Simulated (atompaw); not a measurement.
**Before and after: PAW (atompaw) potential for Eu**

atompaw 4.2.0.5 input, output lines left out:

```
Eu 63
GGA-PBE scalarrelativistic loggrid 2001 logderivrange -5 5 251
6 6 5 4 0 0
6 0 1.5
6 1 0
5 2 1.5
4 3 6
0 0 0
c
c
c
c
v
v
c
c
c
v
v
c
c
v
c
2
2.80 2.25 2.00 1.65
n
n
y
3.25
n
custom polynom2 7 10 vanderbiltortho sinc
bessel
2.20
2.80
2.15
2.80
2.80
2.80
```

Change: augmentation sinc compensation charge, radius 2.25 bohr; PAW radius 2.80 bohr; waves and projectors: custom rrkj vanderbiltortho.

Cutoffs: the cutoffs (Ry, on a coarse ladder) from which the occupation-weighted sum of valence levels, in a spherical-Bessel basis at the reference potential, stays within 10 and 1 mRy of its value at 400 Ry; they do not see the model core or the augmentation charge, which bear on the density cutoff.

**Question.** What does the change do?

**Answer.** The potential gets softer (18 Ry and 35 Ry → 18 Ry and 30 Ry); the bound ghost in s disappears; the range in which the s phases agree widens (upper end 0.0 → 3.8); the range in which the p phases agree narrows (upper end at the end of the scan → 1.0).

```tsv
quantity	base	changed
cutoff, loose	18 Ry	18 Ry
cutoff, tight	35 Ry	30 Ry
loose cutoff by channel (10 mRy a level)	s 8 Ry, p 12 Ry, d 12 Ry	s 10 Ry, p 15 Ry, d 10 Ry
bound ghosts	s	none
s: phases at 2.82 bohr within 0.05 rad from the reference energy up to (Ry; the scan ends near 5)	0.0	3.8
p: phases at 2.82 bohr within 0.05 rad from the reference energy up to (Ry; the scan ends near 5)	to the end of the scan	1.0
d: phases at 2.82 bohr within 0.05 rad from the reference energy up to (Ry; the scan ends near 5)	to the end of the scan	3.6
lowest overlap eigenvalue by channel	s 0.41, p 0.43, d 0.84	s 0.42, p 0.04, d 0.86
```

 A true bound ghost makes a file unfit for plane-wave use even where its test errors are small: the radial tests pick states by their node count and pass the ghost by. The cutoffs see the waves, projectors and local potential, not the compensation charge or the core.
